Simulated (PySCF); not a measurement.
Species: C2H5ClOSi.
SMILES with atom numbers: `[SiH3:1][O:2]/[CH:3]=[CH:4]/[Cl:5]` (hydrogens: H6, H7, H8 on Si1; H9 on C3; H10 on C4)

Method: PySCF 2.14.0, density-fitted response routines, TDDFT B3LYP/def2-SVPD, vertical, gas phase, core orbitals frozen in the response. The structure is a single PBE0-D3(BJ)/def2-SVP conformer in the gas phase; no vibrational or solvent corrections. Torsions of this conformer, `[SiH3:1][O:2]/[CH:3]=[CH:4]/[Cl:5]`: Si1–O2–C3–C4 174°.

Q: List the vertical singlet excitations with oscillator strengths and describe the spectrum.

A: 

| state | E (eV) | E (kJ/mol) | λ (nm) | f | main configurations (H = HOMO, L = LUMO) |
| --- | --- | --- | --- | --- | --- |
| S1 | 5.14 | 495 | 241.4 | 0.0002 | H→L (97%) |
| S2 | 5.98 | 577 | 207.5 | 0.375 | H→L+1 (94%) |
| S3 | 6.13 | 591 | 202.3 | 0.0024 | H→L+2 (64%), H→L+4 (25%), H→L+3 (9%) |
| S4 | 6.22 | 600 | 199.5 | 0.0056 | H→L+4 (40%), H→L+2 (34%), H→L+3 (20%) |
| S5 | 6.37 | 614 | 194.7 | 0.0076 | H→L+3 (67%), H→L+4 (30%) |
| S6 | 6.72 | 649 | 184.4 | 0.0022 | H→L+5 (96%) |
| S7 | 7.05 | 681 | 175.8 | 0.0010 | H→L+7 (68%), H→L+6 (28%) |
| S8 | 7.14 | 689 | 173.5 | 0.0002 | H-1→L+1 (97%) |
| S9 | 7.16 | 691 | 173.1 | 0.020 | H→L+6 (66%), H→L+7 (28%) |
| S10 | 7.46 | 720 | 166.1 | 0.0019 | H-1→L (90%) |

Triplets, Tamm–Dancoff:

| state | E (eV) | λ (nm) | main configurations (H = HOMO, L = LUMO) |
| --- | --- | --- | --- |
| T1 | 3.85 | 321.8 | H→L+1 (92%) |
| T2 | 4.93 | 251.6 | H→L (89%) |
| T3 | 5.81 | 213.4 | H→L+4 (64%), H→L+3 (14%), H→L (8%) |
| T4 | 6.13 | 202.2 | H→L+2 (90%) |

The lowest singlet comes at 241 nm (495 kJ/mol) in the ultraviolet; it is dark (f under 0.0005); its leading configuration is HOMO→LUMO (97%). The most intense listed level is S2 at 5.98 eV (207 nm, f = 0.375), 0.84 eV above S1. Löwdin shares by element: HOMO carbon 49%, chlorine 26%, oxygen 19%; LUMO silicon 37%, hydrogen 23% or more, oxygen 10% (atoms not listed hold the other 30%). The oscillator strengths of these states sum to 0.416; summed over the whole spectrum of an exact calculation they would give the number of electrons, 56 (Thomas–Reiche–Kuhn). Orbital energies (eV): HOMO-3 -9.46, HOMO-2 -9.39, HOMO-1 -8.67, HOMO -6.54, LUMO -0.48, LUMO+1 -0.33, LUMO+2 0.30. The listed states span 2.33 eV, and the widest gap between neighbours is 0.84 eV (S1 to S2). No computed singlet lies in the visible range (380 to 750 nm); the lowest, at 241 nm, stands 1.87 eV above its violet end (3.26 eV). The vertical ionisation energy (ΔSCF) is 8.80 eV, 1.34 eV above S10. The window holds the lowest 10 singlets.
